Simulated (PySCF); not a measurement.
Level of theory: B3LYP-D3(BJ)/def2-TZVP // PBE-D3(BJ)/def2-SVP (PySCF). Gas-phase values, no solvent. B3LYP has the VWN-RPA correlation part, as in Gaussian. 

Reference species: [Co(NH3)4]2+ (excited doublet) (charge +2, multiplicity 2).

```json
{
 "charge on the central atom (Mulliken)": "0.55 e",
 "mean_distance_from_the_central_atom_to_its_bonded_neighbours": "1.989 Å",
 "spin population on the central atom (Mulliken)": "1.06",
 "highest_occupied_spin_orbital": "-16.26 eV"
}
```

Changed species: [Ir(NH3)4]2+ (M = Ir, multiplicity 2; the reference has M = Co, multiplicity 2).

Question: Predict the effect on the charge on the central atom (Mulliken), mean distance from the central atom to its bonded neighbours, spin population on the central atom (Mulliken) and highest occupied spin orbital.

Answer: the charge on the central atom (Mulliken) increases by 0.15 e, to 0.70 e; the mean distance from the central atom to its bonded neighbours rises by 0.140 Å, to 2.129 Å; the spin population on the central atom (Mulliken) falls by 0.04, to 1.02; the highest occupied spin orbital rises by 0.89 eV, to -15.37 eV.
